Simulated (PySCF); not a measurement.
# Computed properties of B(Cl)2(NH2) (BCl2H2N), SMILES NB(Cl)Cl

B(Cl)2(NH2) (BCl2H2N), SMILES NB(Cl)Cl. Geometry optimised at ωB97X-D3(BJ)/def2-SVP. Other conformers were not sampled. All values are computed for the isolated molecule unless a solvent is named; none is compared with measurement here.

**Structure.** The optimised structure has C2v symmetry. All 12 harmonic modes at ωB97X-D3(BJ)/def2-SVP (PySCF) are real, so it is a minimum. With heavy atoms numbered as in [B:1]([Cl:2])([Cl:3])[NH2:4], the shortest bond between them is B1–N4 at 1.390 Å and the longest B1–Cl3 at 1.768 Å.

**Vibrations.** The strongest infrared lines (harmonic, unscaled, degenerate partners summed) lie at 1103 cm⁻¹ (343 km/mol, B 60 %, H 26 %, N 10 %), 1598 cm⁻¹ (240 km/mol, H 65 %, N 24 %, B 11 %), 552 cm⁻¹ (161 km/mol, H 37 %, B 37 %, N 24 %). The softest mode is at 266 cm⁻¹ and the zero-point energy is 21.5 kcal/mol.

**Electronic structure.** M06-2X/def2-TZVPD (PySCF) places the frontier levels at -10.00 and -0.13 eV, a gap of 9.87 eV, and gives a dipole moment of 2.76 D and a mean polarisability of 51.0 bohr³.

**Excitations.** TDDFT-B3LYP/def2-SVPD (PySCF) has S1 at 7.04 eV (176 nm, f = 0.000, dark); the most intense of the 10 singlets computed lies at 8.25 eV (f = 0.17). T1 (TDA) is at 6.13 eV. No vertical singlet excitation falls in the visible range (under 3.1 eV).

**NMR.** GIAO shifts at KT2/pcSseg-2 (PySCF) (non-relativistic, atoms alike by connectivity averaged): ¹H at 4.1 ppm against TMS; ¹¹B at 23.1 ppm against BF3. Without spin–orbit terms, shifts of atoms bonded to Cl or Br come out too high.
